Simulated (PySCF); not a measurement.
Computed Raman spectrum (relative Raman activity) of a molecule C2H6ClInO. The structure is a stationary point at B3LYP-D3(BJ)/def2-SVP. The def2 effective core potentials stand for the cores of In; spin–orbit coupling is left out. Other conformers were not sampled. Computed with PySCF with B3LYP-D3(BJ)/def2-SVP. Frequencies are harmonic and unscaled.

Lines under 2 % of the strongest are left out, and lines within 2 cm⁻¹ are merged.

ν (cm⁻¹): 80 (vw), 356 (w), 488 (m), 535 (w), 1113 (w), 1179 (w), 1430 (w), 1463 (w), 1475 (w), 1480 (w), 2940 (s), 3007 (vs), 3030 (vs), 3055 (s), 3169 (s), 3177 (s) (against the strongest line: vs over 80 %, s over 45 %, m over 15 %, w over 4 %, vw less)

Q: Which molecule gave these data?
(A) C[O][In]([CH3])[Cl]
(B) CC[O][InH][Cl]
(C) C[CH2][In]([OH])[Cl]

A: A, C[O][In]([CH3])[Cl]
